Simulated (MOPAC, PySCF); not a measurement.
CH₆B₂O, SMILES `CBBO` (C–B–B–O torsion -95°, B–B–O–H torsion 0°), neutral singlet in the gas phase. 

Z-matrix (Å, degrees):
```
B
H 1 1.2018
C 1 1.5644 2 116.27
H 3 1.0909 1 116.26 2 -167.17
H 3 1.0932 4 109.59 1 -130.05
H 3 1.1019 4 106.80 5 -113.04
B 1 1.6791 2 119.24 3 174.29
O 7 1.3641 1 127.70 2 91.17
H 8 0.9628 7 114.70 1 -0.46
H 7 1.2052 8 113.47 9 179.77
```
Charge 0, spin multiplicity 1.

All levels are single points at this geometry (B3LYP-D3(BJ)/def2-TZVP); Pople sets use spherical d functions. Orbital energies aren't observables, and empty levels follow the basis.

```tsv
level	HOMO (eV)	LUMO (eV)	gap (eV)	dipole (D)	vertical IE, Delta-SCF (eV)
B3LYP-D3(BJ)/def2-TZVP in PySCF	-7.30	-1.67	5.64	1.85	9.81
M06-2X/def2-TZVP in PySCF	-8.77	-0.59	8.17	1.83	10.02
B3LYP/3-21G in PySCF	-7.00	-1.33	5.68	2.12	–
B3LYP/6-311+G** in PySCF	-7.35	-1.74	5.61	1.90	–
M06-2X/6-31G* in PySCF	-8.55	-0.09	8.46	1.91	–
PBE/6-31G* in PySCF	-5.77	-1.99	3.77	1.90	9.24
HF/6-31G* in PySCF	-10.72	2.75	13.46	1.95	9.49
PM6 in MOPAC	-9.22	0.03	9.25	1.72	–
PM7 in MOPAC	-9.68	-0.46	9.22	1.60	–
```
